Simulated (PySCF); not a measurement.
This script is equivalent to a calculation on Ag⁺ (silver, charge +1).

```python
from pyscf import gto, scf, dft, mp, cc
import basis_set_exchange as bse
txt = bse.get_basis("aug-cc-pVDZ-PP", elements=["Ag"], fmt="nwchem", header=False)
cut = txt.index("\nECP")
mol = gto.M(atom="Ag 0 0 0", charge=1, spin=0, symmetry="D2h",
            basis=gto.basis.parse(txt[:cut]),
            ecp={"Ag": gto.basis.parse_ecp(txt[cut:])})
mf = scf.UHF(mol)
mf.irrep_nelec = {'Ag': (3, 3), 'B1g': (1, 1), 'B2g': (1, 1), 'B3g': (1, 1), 'B1u': (1, 1), 'B2u': (1, 1), 'B3u': (1, 1)}
mf.kernel()
```

Problem. What total energy does it give?

Solution. -145.82053 hartree (calculated).

Problem. Which occupied shell lies highest, and where?

Solution. 4d, at -21.969 eV.

Energies and moments cover only the electrons outside the core potential.
